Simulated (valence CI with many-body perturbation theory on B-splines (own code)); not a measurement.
The numbers below are computed, except where a source is named.
Level structure of Hg48+

Level of theory: valence CI with perturbative core correlation (CI+MBPT): four valence electrons over a frozen Dirac-Fock core [Ar] 3d10, a basis of 11 s, 11 p, 10 d, 8 f, 5 g, 2 h functions for each j, with the one-electron correlation potential Σ1, the two-electron term Σ2, the three-electron term Σ3, Breit, model QED; selected CI, second order for the rest, scaled by the run's own slope (own B-spline code, finite nucleus).

The last digits are not significant, and no measured levels were compared; by estimate large intervals hold to a few tenths of a per cent, small ones and those within an open d or f shell to about a per cent. Among the levels kept, up to 390 cm⁻¹ of a level comes from second order outside the variational space, and about a tenth of that is noise between levels of different J, which matters for small intervals.

Levels 136 to 180 of 183, with energies above the lowest level, (4s^2 4p1/2^2) J=0. "Leading %" is the weight of the configuration and term that name the level; weights of strongly mixed levels are sums over their largest components and can fall short. In the jj column 3d3/2^4 stands for four electrons in 3d with j = 3/2.

```
No.  Configuration  Term  J  E (eV)  Leading %      g    Second component                   Leading jj
136      4s 4p2 4f   5G°  4  794.39         19  1.223  11 % 4s 4p 4d2 3F°  4s 4p1/2 4d3/2 4d5/2 (45 %)
137      4s 4p 4d2   3P°  0  794.87         39         26 % 4s 4p 4d2 1S°  4s 4p1/2 4d3/2 4d5/2 (83 %)
138      4s 4p2 4d    1D  2  795.12         41  1.081   22 % 4s 4p2 4d 3P      4s 4p3/2^2 4d5/2 (90 %)
139      4s 4p2 4f   5F°  2  795.58         26  0.969  16 % 4s 4p2 4f 5D°  4s 4p1/2 4p3/2 4f5/2 (69 %)
140      4s 4p 4d2   5D°  3  796.59         19  1.180  11 % 4s 4p 4d2 5F°  4s 4p1/2 4d3/2 4d5/2 (66 %)
141      4s 4p2 4f   5F°  1  796.94         62  0.320   7 % 4s 4p 4d2 3D°  4s 4p1/2 4p3/2 4f5/2 (78 %)
142      4s 4p2 4f   5G°  4  798.24         32  1.139  27 % 4s 4p2 4f 3G°  4s 4p1/2 4p3/2 4f5/2 (58 %)
143      4s 4p 4d2   5D°  2  799.68         17  1.245   8 % 4s 4p 4d2 5S°  4s 4p1/2 4d3/2 4d5/2 (75 %)
144      4s 4p2 4f   3G°  4  800.05         28  1.193  23 % 4s 4p2 4f 5D°  4s 4p1/2 4p3/2 4f7/2 (48 %)
145      4s 4p 4d2   3G°  3  800.95         16  1.080  14 % 4s 4p2 4f 5F°  4s 4p1/2 4p3/2 4f7/2 (42 %)
146      4s 4p2 4f   5G°  5  801.54         52  1.278  31 % 4s 4p2 4f 5F°  4s 4p1/2 4p3/2 4f7/2 (94 %)
147      4s 4p 4d2   5S°  2  804.55         11  1.242  10 % 4s 4p2 4f 3F°  4s 4p1/2 4d3/2 4d5/2 (64 %)
148      4s 4p2 4f   3G°  3  805.27         23  1.154  22 % 4s 4p2 4f 5D°  4s 4p1/2 4p3/2 4f7/2 (48 %)
149      4s 4p2 4f   3G°  5  807.22         45  1.222  24 % 4s 4p2 4f 5F°  4s 4p1/2 4p3/2 4f7/2 (50 %)
150      4s 4p2 4f   3D°  1  807.80         16  0.960  14 % 4s 4p 4d2 3D°  4s 4p1/2 4d3/2 4d5/2 (50 %)
151      4s 4p 4d2   5D°  4  807.93         26  1.221  15 % 4s 4p2 4f 1G°      4s 4p1/2 4d5/2^2 (35 %)
152      4s 4p2 4f   3F°  3  808.18         29  1.110   9 % 4s 4p2 4f 5F°  4s 4p1/2 4p3/2 4f5/2 (63 %)
153      4s 4p2 4f   3D°  2  809.84         33  0.983  20 % 4s 4p2 4f 5F°  4s 4p1/2 4p3/2 4f7/2 (44 %)
154      4s 4p2 4f   3P°  0  810.82         53         42 % 4s 4p2 4f 5D°  4s 4p1/2 4p3/2 4f5/2 (94 %)
155      4s 4p2 4f   3H°  6  811.20         58  1.229  40 % 4s 4p2 4f 5G°  4s 4p1/2 4p3/2 4f7/2 (97 %)
156      4s 4p2 4f   5D°  2  811.26         27  1.239  20 % 4s 4p2 4f 3D°  4s 4p1/2 4p3/2 4f7/2 (44 %)
157      4s 4p2 4f   3P°  1  811.49         29  1.239  27 % 4s 4p2 4f 5D°  4s 4p1/2 4p3/2 4f5/2 (57 %)
158      4s 4p2 4f   3F°  4  811.54         30  1.215  17 % 4s 4p2 4f 5F°  4s 4p1/2 4p3/2 4f7/2 (64 %)
159      4s 4p 4d2   5G°  5  811.79         18  1.201  14 % 4s 4p 4d2 5F°      4s 4p1/2 4d5/2^2 (47 %)
160      4s 4p2 4f   3G°  3  812.56         54  0.954  21 % 4s 4p2 4f 3D°  4s 4p1/2 4p3/2 4f5/2 (60 %)
161      4s 4p2 4f   1F°  3  816.28         38  1.045  15 % 4s 4p2 4f 3F°  4s 4p1/2 4p3/2 4f7/2 (54 %)
162      4s 4p2 4f   1D°  2  817.44         18  1.076  17 % 4s 4p2 4f 3F°  4s 4p1/2 4p3/2 4f5/2 (45 %)
163      4s 4p2 4f   3H°  4  818.11         27  1.045  14 % 4s 4p2 4f 3G°  4s 4p1/2 4p3/2 4f5/2 (49 %)
164      4s 4p2 4f   3F°  2  818.14         55  0.768  15 % 4s 4p2 4f 1D°  4s 4p1/2 4p3/2 4f5/2 (84 %)
165      4s 4p2 4f   1D°  2  821.35         35  0.995  14 % 4s 4p2 4f 3F°  4s 4p1/2 4p3/2 4f7/2 (64 %)
166      4s 4p2 4f   3D°  1  822.29         39  1.063  11 % 4s 4p2 4f 3P°  4s 4p1/2 4p3/2 4f7/2 (56 %)
167      4s 4p2 4f   3D°  3  822.37         55  1.203   6 % 4s 4p2 4f 3F°  4s 4p1/2 4p3/2 4f7/2 (66 %)
168      4s 4p2 4f   3D°  2  823.18         17  1.158  10 % 4s 4p 4d2 3P°      4s 4p1/2 4d5/2^2 (39 %)
169      4s 4p2 4f   1G°  4  823.23         16  1.099  13 % 4s 4p 4d2 3G°  4s 4p1/2 4p3/2 4f7/2 (51 %)
170      4s 4p2 4f   3D°  1  824.12         43  0.771  36 % 4s 4p2 4f 1P°  4s 4p1/2 4p3/2 4f5/2 (80 %)
171      4s 4p2 4f   1F°  3  825.49         14  1.163  10 % 4s 4p 4d2 5D°      4s 4p1/2 4d5/2^2 (52 %)
172      4s 4p2 4f   1H°  5  825.83         42  1.084  29 % 4s 4p2 4f 3G°  4s 4p1/2 4p3/2 4f7/2 (82 %)
173      4s 4p2 4f   3F°  3  826.83         17  1.121   8 % 4s 4p 4d2 3D°      4s 4p1/2 4d5/2^2 (37 %)
174      4s 4p2 4f   3F°  4  826.83         35  1.153  31 % 4s 4p2 4f 3G°  4s 4p1/2 4p3/2 4f7/2 (72 %)
175      4s 4p2 4f   3G°  4  829.47         14  1.176  13 % 4s 4p2 4f 3F°  4s 4p1/2 4p3/2 4f7/2 (44 %)
176      4s 4p2 4f   3P°  2  832.16         20  1.117  13 % 4s 4p 4d2 3F°  4s 4p1/2 4p3/2 4f7/2 (53 %)
177      4s 4p2 4f   3G°  5  832.69         20  1.145  16 % 4s 4p2 4f 3H°      4s 4p1/2 4d5/2^2 (40 %)
178      4s 4p 4d2   3P°  0  833.10         71         14 % 4s 4p 4d2 5D°      4s 4p1/2 4d5/2^2 (89 %)
179      4s 4p2 4f   1F°  3  837.88         16  1.124  14 % 4s 4p2 4f 3F°  4s 4p1/2 4p3/2 4f7/2 (64 %)
180      4s 4p 4d2   3F°  2  837.98         13  1.118  12 % 4s 4p2 4f 3P°      4s 4p1/2 4d5/2^2 (55 %)
```

Where two levels of one J and parity lie close, their mixing, g and order are uncertain.
